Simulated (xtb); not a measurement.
Job for xtb: GFN1-xTB on H2SeTe (SMILES [SeH][TeH]), a point of a torsion scan.

```
$ xtb mol.xyz --gfn 1 --sp --chrg 0 --uhf 0
4

Se    -1.22501696     0.53123454     0.41516137
Te     1.17663151     0.72209741    -0.38524260
H     -1.57201035    -0.58802518    -0.41328576
H      0.99760231    -0.54476505    -1.40885853
```

Output:

```
[...]
           -------------------------------------------------
          |                Calculation Setup                |
           -------------------------------------------------



           -------------------------------------------------
          |                 G F N 1 - x T B                 |
           -------------------------------------------------

        Reference                      10.1021/acs.jctc.7b00118
      * Hamiltonian:
        H0-scaling (s, p, d)           1.850000    2.250000    2.000000
        zeta-weighting                 0.000000
      * Dispersion:
        s8                             2.400000
        a1                             0.630000
        a2                             5.000000
        s9                             0.000000
      * Repulsion:
        kExp                           1.500000
        rExp                           1.000000
      * Coulomb:
        alpha                          2.000000
        third order                    atomic
        anisotropic                    false
      * Halogen bond correction:
        rad-scale                      1.300000
        damping                        0.440000


          ...................................................
          :                      SETUP                      :
          :.................................................:
          :  # basis functions                  24          :
          :  # atomic orbitals                  22          :
          :  # shells                           10          :
          :  # electrons                        14          :
          :  # halogen bonds                     0          :
          :  max. iterations                   250          :
          :  Hamiltonian                  GFN1-xTB          :
          :  restarted?                      false          :
          :  GBSA solvation                  false          :
          :  PC potential                    false          :
          :  electronic temp.          300.0000000     K    :
          :  accuracy                    1.0000000          :
          :  -> integral cutoff          0.2500000E+02      :
          :  -> integral neglect         0.1000000E-07      :
          :  -> SCF convergence          0.1000000E-05 Eh   :
          :  -> wf. convergence          0.2000000E-04 e    :
          :  Broyden damping             0.4000000          :
          :  net charge                          0          :
          :  unpaired electrons                  0          :
          ...................................................

 iter      E             dE          RMSdq      gap      omega  full diag
   1     -8.1976800 -0.819768E+01  0.194E+00    2.67       0.0  T
   2     -8.2149831 -0.173031E-01  0.176E+00    2.64       1.0  T
   3     -8.2226073 -0.762416E-02  0.542E-01    2.74       1.0  T
   4     -8.2227531 -0.145870E-03  0.270E-01    2.75       1.0  T
   5     -8.2228123 -0.591287E-04  0.435E-03    2.76      11.5  T
   6     -8.2228123 -0.829143E-07  0.222E-03    2.76      22.5  T
   7     -8.2228123 -0.118044E-07  0.164E-04    2.76     305.3  T
   8     -8.2228123 -0.208367E-11  0.313E-05    2.76    1597.0  T

   *** convergence criteria satisfied after 8 iterations ***

         #    Occupation            Energy/Eh            Energy/eV
      -------------------------------------------------------------
         1        2.0000           -1.1094176             -30.1888
         2        2.0000           -0.8551320             -23.2693
         3        2.0000           -0.4990835             -13.5808
         4        2.0000           -0.4677510             -12.7282
         5        2.0000           -0.4304133             -11.7121
         6        2.0000           -0.3961053             -10.7786
         7        2.0000           -0.3404482              -9.2641 (HOMO)
         8                         -0.2391350              -6.5072 (LUMO)
         9                         -0.1668214              -4.5394
        10                         -0.1226618              -3.3378
        11                         -0.0758750              -2.0647
        12                         -0.0665250              -1.8102
       ...                                ...                  ...
        22                          0.8936850              24.3184
      -------------------------------------------------------------
                  HL-Gap            0.1013132 Eh            2.7569 eV
             Fermi-level           -0.2897916 Eh           -7.8856 eV

 SCC (total)                   0 d,  0 h,  0 min,  0.003 sec
 SCC setup                      ...        0 min,  0.000 sec (  2.641%)
 Dispersion                     ...        0 min,  0.000 sec (  5.694%)
 classical contributions        ...        0 min,  0.000 sec (  0.351%)
 integral evaluation            ...        0 min,  0.001 sec ( 23.088%)
 iterations                     ...        0 min,  0.001 sec ( 23.496%)
 molecular gradient             ...        0 min,  0.001 sec ( 41.239%)
 printout                       ...        0 min,  0.000 sec (  3.269%)

         :::::::::::::::::::::::::::::::::::::::::::::::::::::
         ::                     SUMMARY                     ::
         :::::::::::::::::::::::::::::::::::::::::::::::::::::
         :: total energy              -8.207717435550 Eh    ::
         :: gradient norm              0.009460940291 Eh/a0 ::
         :: HOMO-LUMO gap              2.756872734989 eV    ::
         ::.................................................::
         :: SCC energy                -8.222812346631 Eh    ::
         :: -> electrostatic           0.000373900078 Eh    ::
         :: repulsion energy           0.016240855196 Eh    ::
         :: dispersion energy         -0.001145944115 Eh    ::
         :: halogen bond corr.         0.000000000000 Eh    ::
         :: add. restraining           0.000000000000 Eh    ::
         :: total charge               0.000000000000 e     ::
         :::::::::::::::::::::::::::::::::::::::::::::::::::::

           -------------------------------------------------
          |                Property Printout                |
           -------------------------------------------------

    * Orbital Energies and Occupations

         #    Occupation            Energy/Eh            Energy/eV
      -------------------------------------------------------------
         1        2.0000           -1.1094176             -30.1888
         2        2.0000           -0.8551320             -23.2693
         3        2.0000           -0.4990835             -13.5808
         4        2.0000           -0.4677510             -12.7282
         5        2.0000           -0.4304133             -11.7121
         6        2.0000           -0.3961053             -10.7786
         7        2.0000           -0.3404482              -9.2641 (HOMO)
         8                         -0.2391350              -6.5072 (LUMO)
         9                         -0.1668214              -4.5394
        10                         -0.1226618              -3.3378
        11                         -0.0758750              -2.0647
        12                         -0.0665250              -1.8102
        13                         -0.0272173              -0.7406
        14                         -0.0179442              -0.4883
        15                         -0.0178744              -0.4864
        16                         -0.0092458              -0.2516
        17                          0.0266544               0.7253
        18                          0.0500084               1.3608
       ...                                ...                  ...
        22                          0.8936850              24.3184
Note: The following floating-point exceptions are signalling: IEEE_UNDERFLOW_FLAG IEEE_DENORMAL
normal termination of xtb
      -------------------------------------------------------------
                  HL-Gap            0.1013132 Eh            2.7569 eV
             Fermi-level           -0.2897916 Eh           -7.8856 eV

  Mulliken/CM5 charges         n(s)   n(p)   n(d)
     1Se   -0.03838 -0.10488   1.950  4.103 -0.015
     2Te   -0.03175 -0.05908   1.999  4.002  0.031
     3H     0.03758  0.09219   0.962  0.000  0.000
     4H     0.03256  0.07177   0.967  0.000  0.000

Wiberg/Mayer (AO) data.
largest (>0.10) Wiberg bond orders for each atom

 ---------------------------------------------------------------------------
     #   Z sym  total        # sym  WBO       # sym  WBO       # sym  WBO
 ---------------------------------------------------------------------------
     1  34 Se   2.088 --     2 Te   1.078     3 H    1.004
     2  52 Te   2.066 --     1 Se   1.078     4 H    0.993
     3   1 H    1.004 --     1 Se   1.004
     4   1 H    1.004 --     2 Te   0.993
 ---------------------------------------------------------------------------

Topologies differ in total number of bonds
Writing topology from bond orders to xtbtopo.mol

 dipole moment from electron density (au)
     X       Y       Z
   0.0884  -0.0953  -0.1179  total (Debye):    0.446


           -------------------------------------------------
          | TOTAL ENERGY               -8.207717435550 Eh   |
          | GRADIENT NORM               0.009460940291 Eh/α |
          | HOMO-LUMO GAP               2.756872734989 eV   |
           -------------------------------------------------

------------------------------------------------------------------------
------------------------------------------------------------------------
 total:
 SCF:
```

The run finished.

Cost: roughly 0.020 core-seconds.
